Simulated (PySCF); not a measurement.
## Orbital levels and atomic charges: Si30H36

System: Si30H36 (sila-diamondoid), SMILES [SiH2]1[Si@H]2[SiH2][Si@H]3[Si@@H]4[SiH2][Si@]56[Si@H]7[Si@H]8[Si@@H]9[SiH2][Si@@H]%10[SiH2][Si@]8%11[SiH2][Si@]([SiH2]2)([Si@@H]37)[Si@H]([Si@H]14)[Si@]51[SiH2][Si@@H]2[SiH2][Si@H]6[Si@H]9[Si@@]([SiH2]%10)([SiH2]2)[Si@H]%111.

Cartesian coordinates (Å):
```
  1 Si    6.538   -1.028    0.455
  2 Si    6.229   -0.625   -1.825
  3 Si    5.701    1.619   -2.203
  4 Si    3.751    2.133   -1.034
  5 Si    3.963    1.786    1.279
  6 Si    1.992    2.320    2.398
  7 Si    0.171    1.035    1.708
  8 Si   -1.851    1.637    2.790
  9 Si   -2.330    3.898    2.454
 10 Si   -2.632    4.257    0.170
 11 Si   -4.378    2.914   -0.611
 12 Si   -3.987    0.623   -0.275
 13 Si   -5.689   -0.807   -1.035
 14 Si   -5.206   -3.064   -0.656
 15 Si   -4.907   -3.445    1.630
 16 Si   -3.157   -2.085    2.381
 17 Si   -3.554    0.205    2.024
 18 Si   -1.136   -2.536    1.263
 19 Si    0.704   -1.263    1.957
 20 Si    2.739   -1.735    0.880
 21 Si    4.584   -0.460    1.597
 22 Si    2.444   -1.481   -1.465
 23 Si    4.457   -1.948   -2.588
 24 Si    0.599   -2.736   -2.169
 25 Si   -1.424   -2.279   -1.080
 26 Si   -3.239   -3.586   -1.809
 27 Si   -1.935    0.022   -1.318
 28 Si   -0.118    1.398   -0.660
 29 Si   -0.686    3.646   -0.958
 30 Si    1.919    0.825   -1.708
 31 H     7.707   -0.301    0.972
 32 H     6.883   -2.437    0.692
 33 H     7.468   -0.964   -2.552
 34 H     5.525    1.879   -3.639
 35 H     6.818    2.501   -1.833
 36 H     3.381    3.546   -1.244
 37 H     5.080    2.627    1.758
 38 H     2.150    2.219    3.856
 39 H     1.639    3.734    2.184
 40 H    -1.661    1.378    4.234
 41 H    -3.501    4.339    3.226
 42 H    -1.244    4.736    2.983
 43 H    -2.949    5.681   -0.069
 44 H    -5.659    3.298    0.004
 45 H    -4.608    3.152   -2.045
 46 H    -6.975   -0.430   -0.428
 47 H    -5.914   -0.564   -2.469
 48 H    -6.321   -3.900   -1.148
 49 H    -6.152   -3.209    2.377
 50 H    -4.631   -4.866    1.892
 51 H    -2.953   -2.304    3.828
 52 H    -4.804    0.553    2.732
 53 H    -0.823   -3.966    1.473
 54 H     0.884   -1.487    3.409
 55 H     3.056   -3.163    1.095
 56 H     4.762   -0.683    3.046
 57 H     4.779   -3.378   -2.466
 58 H     4.264   -1.771   -4.037
 59 H     0.912   -4.170   -2.040
 60 H     0.417   -2.551   -3.619
 61 H    -3.432   -3.421   -3.258
 62 H    -2.922   -5.018   -1.682
 63 H    -2.139    0.250   -2.765
 64 H     0.462    4.451   -0.509
 65 H    -0.777    3.951   -2.393
 66 H     1.717    1.045   -3.158
```

Method: B3LYP/def2-SVP, gas phase, PySCF, fitting set def2-universal-JFIT up to Ne and JKFIT beyond, grid level 1.

**Question.** Give the orbital energies near the gap.

**Answer.** 
| orbital | eV |
| --- | --- |
| HOMO-4 | -7.20 |
| HOMO-3 | -7.12 |
| HOMO-2 | -7.09 |
| HOMO-1 | -6.85 |
| HOMO | -6.74 |
| LUMO | -2.01 |
| LUMO+1 | -1.65 |
| LUMO+2 | -1.58 |
| LUMO+3 | -1.44 |

**Question.** Give the partial charges of the non-hydrogen atoms.

**Answer.** 
```csv
atom,Mulliken,IAO,Hirshfeld
Si1,0.19,0.22,0.16
Si2,-0.05,0.05,0.10
Si3,0.19,0.22,0.16
Si4,0.01,0.07,0.09
Si5,-0.01,0.07,0.08
Si6,0.24,0.22,0.15
Si7,-0.22,-0.05,0.01
Si8,0.07,0.09,0.09
Si9,0.18,0.22,0.16
Si10,-0.04,0.06,0.10
Si11,0.21,0.22,0.15
Si12,-0.20,-0.06,0.02
Si13,0.21,0.22,0.15
Si14,-0.04,0.06,0.10
Si15,0.18,0.22,0.16
Si16,0.04,0.08,0.09
Si17,0.03,0.08,0.07
Si18,0.03,0.08,0.07
Si19,0.12,0.10,0.08
Si20,0.04,0.08,0.08
Si21,0.01,0.07,0.09
Si22,-0.21,-0.06,0.02
Si23,0.21,0.22,0.16
Si24,0.27,0.24,0.15
Si25,-0.20,-0.05,0.02
Si26,0.21,0.22,0.16
Si27,0.09,0.08,0.06
Si28,-0.14,-0.04,0.02
Si29,0.21,0.22,0.15
Si30,0.08,0.09,0.07
```
